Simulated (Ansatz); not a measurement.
BF$_{2}$, doublet, at a GFN2-xTB geometry; Ansatz (an electronic-structure program) with PBE0/def2-SV(P).

The Ansatz input:
Ansatz 0.2 input:
```yaml
crystal:
  periodic: [false, false, false]
  atoms:
    - {symbol: F, position_ang: [-1.09933277, -0.18974845, 0.05097832]}
    - {symbol: B, position_ang: [-0.01799801, 0.56075196, -0.01779468]}
    - {symbol: F, position_ang: [1.10933166, -0.12178042, -0.04109239]}
basis:
  gaussian:
    orbitals: def2-SV_P_.json
    fitting: {mean_field: cc-pVTZ-JKFIT}
hamiltonian:
  xc: pbe0
magnetization: {spin_polarized: true, initial_magnetization: 1}
```
The basis file holds def2-SV(P) in the JSON format of the Basis Set Exchange.

Output, abridged:

```
Functional definition: PBE0
237 factors; integrals over basis functions are off by at most 1.4e-1 eV
mean field evaluation 1: about -6098.3743 eV, gradient 2.2e1 eV
mean field evaluation 2: about -6096.7151 eV, gradient 3.3e1 eV
mean field evaluation 4: about -6099.9333 eV, gradient 3.2e-1 eV
mean field evaluation 8: about -6099.9345 eV, gradient 3.1e-3 eV
mean field -6099.93451746 eV, -224.1684588327 hartree, gradient 8.3e-6 eV, S^2 0.751711; 0 other end points of the search recorded, 0 dependent functions left out
reference -6099.93453603 eV, -224.1684595150 hartree; 12, 11 occupied and 30, 31 virtual orbitals, 237 factors
Total energy: -6099.93453603 eV, -224.1684595150 hartree
```
